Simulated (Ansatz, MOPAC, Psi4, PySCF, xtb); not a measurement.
Pair of molecules: SiH4 (SMILES [SiH4]) (first 5 atoms) with H2Se (SMILES [SeH2]); geometry from B3LYP-D3(BJ)/def2-TZVP, rigid monomers moved along the line of their centres of mass till Si1···Se6 is 3.50 Å.
(charge 0, multiplicity 1):
```xyz
8

Si     0.19509    -0.00971     0.03557
H     -0.61412    -1.17604     0.45011
H     -0.44402     1.23783     0.51023
H      0.27287     0.02524    -1.44510
H      1.56163    -0.11595     0.59033
Se    -0.07327     0.02115     3.52542
H      0.34611     1.42313     3.38312
H     -1.46740     0.37302     3.21888
```

Counterpoise-corrected where a basis set is named; no monomer relaxation. Rows marked so take none.

Frozen-core correlation. Filled d and f shells under p-block atoms count as core. CBS(a, b) extrapolates the correlation energy as X⁻³ and adds the Hartree–Fock energy of set b. Rows in 6-31G*, STO-3G carry no dispersion term and start afresh at each structure (6-31G* with six Cartesian d functions); the Pople sets are all-electron and without relativity. The state reached by PM6 isn't checked.

Codes used: Ansatz (Gaussian orbitals); MOPAC for PM6 (differences of heats of formation); Psi4 for SAPT; PySCF for 6-31G* rows, STO-3G rows, the dispersion terms; xtb for the GFN methods. Each number belongs to the level named beside it.

```tsv
level	interaction energy (kJ/mol)
GFN-FF	-0.2
PM6	-2.9
HF/STO-3G (no counterpoise)	7.8
B3LYP/6-31G* (no counterpoise)	8.0
B3LYP-D4/def2-TZVPPD	-0.8
M06-2X/6-31G* (no counterpoise)	-3.4
wB97M-V/def2-TZVPPD	-2.4
CCSD(T)/CBS(def2-SVPD, def2-TZVPPD)	___
SAPT0/aug-cc-pVDZ	-1.2
```

### Question
Fill in the missing entries.

### Answer

- CCSD(T)/CBS(def2-SVPD, def2-TZVPPD), interaction energy (kJ/mol): 0.4

Ansatz is an electronic-structure program.
